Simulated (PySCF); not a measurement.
N³⁺ (nitrogen, charge +3) across methods

[He] 2s2, closed-shell 1S. Computed with PySCF 2.14 in aug-cc-pVTZ (5s4p3d2f, 46 functions), with no relativity, point nucleus.

```json
{"method": "B3LYP", "E (hartree)": "-51.1886", "mean ε 1s (eV)": "-459.83", "mean ε 2s (eV)": "-69.823", "Σ⟨r²⟩ (bohr²)": "3.027", "⟨S²⟩": "0.000"}
{"method": "r2SCAN", "E (hartree)": "-51.1575", "mean ε 1s (eV)": "-455.23", "mean ε 2s (eV)": "-68.479", "Σ⟨r²⟩ (bohr²)": "3.030", "⟨S²⟩": "0.000"}
{"method": "PBE", "E (hartree)": "-51.1280", "mean ε 1s (eV)": "-450.55", "mean ε 2s (eV)": "-68.077", "Σ⟨r²⟩ (bohr²)": "3.019", "⟨S²⟩": "0.000"}
{"method": "BP86", "E (hartree)": "-51.1847", "mean ε 1s (eV)": "-451.02", "mean ε 2s (eV)": "-68.172", "Σ⟨r²⟩ (bohr²)": "3.012", "⟨S²⟩": "0.000"}
{"method": "PW91", "E (hartree)": "-51.1592", "mean ε 1s (eV)": "-451.00", "mean ε 2s (eV)": "-68.158", "Σ⟨r²⟩ (bohr²)": "3.020", "⟨S²⟩": "0.000"}
{"method": "MN15", "E (hartree)": "-51.1673", "mean ε 1s (eV)": "-453.67", "mean ε 2s (eV)": "-71.207", "Σ⟨r²⟩ (bohr²)": "3.012", "⟨S²⟩": "0.000"}
{"method": "PBE0", "E (hartree)": "-51.1406", "mean ε 1s (eV)": "-461.35", "mean ε 2s (eV)": "-70.143", "Σ⟨r²⟩ (bohr²)": "3.021", "⟨S²⟩": "0.000"}
{"method": "UHF", "E (hartree)": "-51.08069", "mean ε 1s (eV)": "-493.09", "mean ε 2s (eV)": "-75.291", "Σ⟨r²⟩ (bohr²)": "3.043", "⟨S²⟩": "0.000"}
```

Question: Estimate the same row for LDA.

Answer: E (hartree) = -50.7192; mean ε 1s (eV) = -447.20; mean ε 2s (eV) = -67.757; Σ⟨r²⟩ (bohr²) = 3.040; ⟨S²⟩ = 0.000.
